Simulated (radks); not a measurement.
Values are calculated unless marked as measured or tabulated.
Problem. These are the eigenvalues of the occupied orbitals of an atom or ion with whole-number occupations (hartree). Level of theory: Dirac Kohn-Sham, PBE, spin-unpolarised, spherical densities, point nucleus (a radial shooting solver on a logarithmic mesh with Libxc functionals).

1s1/2: -268.3099
2s1/2: -53.92349
2p1/2: -50.96658
2p3/2: -50.51316

Which element is it, and in what charge state? The configuration may be excited. Open shells, if any, fill j = l - 1/2 first.

Solution. Z = 25, manganese, charge +18: Mn18+ in [He] 2s2 2p3. The list shows which subshells hold electrons but not how many an open one holds; the 1s level, -268.31 hartree, gives Z - s = 23.2 by -(Z - s)^2/2, which with screening and relativity narrows Z to a few neighbours, and the depths of the outer levels then fix element, charge and occupations together.
